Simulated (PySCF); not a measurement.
Cl₂F₂HNW, multiplicity 1. Atoms are numbered in the order given.

```xyz
7

W     -0.0448     0.1832     0.0000
N     -1.7599     0.4786     0.0000
H     -2.7592     0.6714     0.0000
F      0.4004     1.9782     0.0000
F      1.8624    -0.0476     0.0000
Cl    -0.0580    -1.0280     1.9150
Cl    -0.0580    -1.0280    -1.9150
```
Charge 0, spin multiplicity 1.

The structure is a stationary point at PBE0-D3(BJ)/def2-SVP. The multiplicity is an assumed one; no other spin state was optimised. The structure was generated by enumeration; whether it is a known compound was not checked. The def2 effective core potentials stand for the cores of W; spin–orbit coupling is left out.

Method: TDDFT-PBE/def2-SVPD run with PySCF.

Vertical excitations. Isolated molecule, no solvent. State labels are in the subgroup Cs.

```json
[
 {"state": "S1", "symmetry": "A\"", "energy (eV)": "3.67", "λ (nm)": "338", "f": "0.002", "main pairs": "HOMO→LUMO 96 %"},
 {"state": "S2", "symmetry": "A'", "energy (eV)": "3.79", "λ (nm)": "327", "f": "0.002", "main pairs": "HOMO→LUMO+1 86 %"},
 {"state": "S3", "symmetry": "A'", "energy (eV)": "3.82", "λ (nm)": "325", "f": "0.001", "main pairs": "HOMO−1→LUMO 87 %"},
 {"state": "S4", "symmetry": "A\"", "energy (eV)": "3.96", "λ (nm)": "313", "f": "0.003", "main pairs": "HOMO−1→LUMO+1 96 %"},
 {"state": "S5", "symmetry": "A\"", "energy (eV)": "4.59", "λ (nm)": "270", "f": "0.005", "main pairs": "HOMO−2→LUMO 71 %, HOMO−3→LUMO+1 14 %, HOMO−4→LUMO 12 %"},
 {"state": "S6", "symmetry": "A'", "energy (eV)": "4.61", "λ (nm)": "269", "f": "0.001", "main pairs": "HOMO−3→LUMO 79 %, HOMO−2→LUMO+1 18 %"},
 {"state": "S7", "symmetry": "A\"", "energy (eV)": "4.69", "λ (nm)": "264", "f": "0.001", "main pairs": "HOMO−3→LUMO+1 63 %, HOMO−1→LUMO+2 25 %"},
 {"state": "S8", "symmetry": "A\"", "energy (eV)": "4.71", "λ (nm)": "263", "f": "0.001", "main pairs": "HOMO→LUMO+3 41 %, HOMO−1→LUMO+2 34 %, HOMO−3→LUMO+1 21 %"},
 {"state": "S9", "symmetry": "A'", "energy (eV)": "4.76", "λ (nm)": "260", "f": "0.002", "main pairs": "HOMO−2→LUMO+1 48 %, HOMO→LUMO+2 31 %, HOMO−1→LUMO+3 9 %"},
 {"state": "S10", "symmetry": "A'", "energy (eV)": "4.81", "λ (nm)": "258", "f": "0.005", "main pairs": "HOMO→LUMO+2 40 %, HOMO−2→LUMO+1 28 %, HOMO−1→LUMO+3 14 %, HOMO−3→LUMO 11 %"},
 {"state": "T1", "symmetry": "A\"", "energy (eV)": "3.46", "λ (nm)": "358", "f": "0", "main pairs": "HOMO→LUMO 99 %"},
 {"state": "T2", "symmetry": "A'", "energy (eV)": "3.55", "λ (nm)": "350", "f": "0", "main pairs": "HOMO→LUMO+1 74 %, HOMO−1→LUMO 21 %"},
 {"state": "T3", "symmetry": "A'", "energy (eV)": "3.62", "λ (nm)": "343", "f": "0", "main pairs": "HOMO−1→LUMO 77 %, HOMO→LUMO+1 22 %"},
 {"state": "T4", "symmetry": "A\"", "energy (eV)": "3.75", "λ (nm)": "331", "f": "0", "main pairs": "HOMO−1→LUMO+1 99 %"}
]
```
Triplets are in the Tamm–Dancoff approximation, which puts them higher than full response would, so one can lie above its singlet here.
